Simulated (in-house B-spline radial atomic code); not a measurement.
Configurations of the germanium ion Ge⁶⁺, with energies counted from [Ar] 3d8. Computed with a B-spline radial code for spherical atoms: Dirac-Hartree-Fock, average of configuration, Fermi nucleus of rms radius 4.0742 fm. Energies include first-order Breit, QED and recoil terms.

Occupations are held fixed; configurations that lie above the ionisation limit could autoionise.

```json
{"configuration": "[Ar] 3d7 4s1", "E - E(ref) (eV)": "50.99", "highest orbital": "4s1/2", "its <r> (bohr)": "1.548"}
{"configuration": "[Ar] 3d7 4p1", "E - E(ref) (eV)": "65.279", "highest orbital": "4p3/2", "its <r> (bohr)": "1.696"}
{"configuration": "[Ne] 3s2 3p5 3d9", "E - E(ref) (eV)": "97.259", "highest orbital": "3d5/2", "its <r> (bohr)": "0.6546"}
{"configuration": "[Ar] 3d7 5p1", "E - E(ref) (eV)": "102.32", "highest orbital": "5p3/2", "its <r> (bohr)": "3.184"}
{"configuration": "[Ar] 3d7 6s1", "E - E(ref) (eV)": "115.63", "highest orbital": "6s1/2", "its <r> (bohr)": "4.733"}
{"configuration": "[Ar] 3d7 7s1", "E - E(ref) (eV)": "125.4", "highest orbital": "7s1/2", "its <r> (bohr)": "6.963"}
{"configuration": "[Ne] 3s2 3p5 3d8 4f1", "E - E(ref) (eV)": "199.85", "highest orbital": "4f5/2", "its <r> (bohr)": "2.451"}
{"configuration": "[Ne] 3s2 3p5 3d8 6s1", "E - E(ref) (eV)": "212.09", "highest orbital": "6s1/2", "its <r> (bohr)": "4.733"}
{"configuration": "[Ne] 3s2 3p5 3d8 5f1", "E - E(ref) (eV)": "215.11", "highest orbital": "5f5/2", "its <r> (bohr)": "4.324"}
{"configuration": "[Ne] 3s2 3p5 3d8 7s1", "E - E(ref) (eV)": "221.86", "highest orbital": "7s1/2", "its <r> (bohr)": "6.963"}
{"configuration": "[Ne] 3s2 3p5 3d8 6g1", "E - E(ref) (eV)": "223.91", "highest orbital": "6g9/2", "its <r> (bohr)": "6.275"}
```

**Question.** Order these further configurations by energy, lowest first.
A. [Ar] 3d7 4f1
B. [Ar] 3d7 5f1
C. [Ar] 3d7 6p1
D. [Ar] 3d7 7g1
E. [Ar] 3d7 5s1

**Answer.** E (96.677 eV), A (103.44 eV), C (118.44 eV), B (118.68 eV), D (132.36 eV).

**Question.** How far above the reference does [Ne] 3s2 3p5 3d8 5s1 lie?

**Answer.** 193.14 eV; its least bound orbital is 5s1/2 with <r> = 2.931 bohr.

**Question.** How far above the reference does [Ne] 3s2 3p5 3d8 4s1 lie?

**Answer.** 147.44 eV; its least bound orbital is 4s1/2 with <r> = 1.548 bohr.

**Question.** How far above the reference does [Ar] 3d7 7p1 lie?

**Answer.** 127 eV; its least bound orbital is 7p3/2 with <r> = 7.425 bohr.

**Question.** One of these lies 119.3 eV from the reference. Which?
A. [Ne] 3s2 3p5 3d8 7g1
B. [Ar] 3d7 5g1
C. [Ar] 3d7 6f1

**Answer.** B.
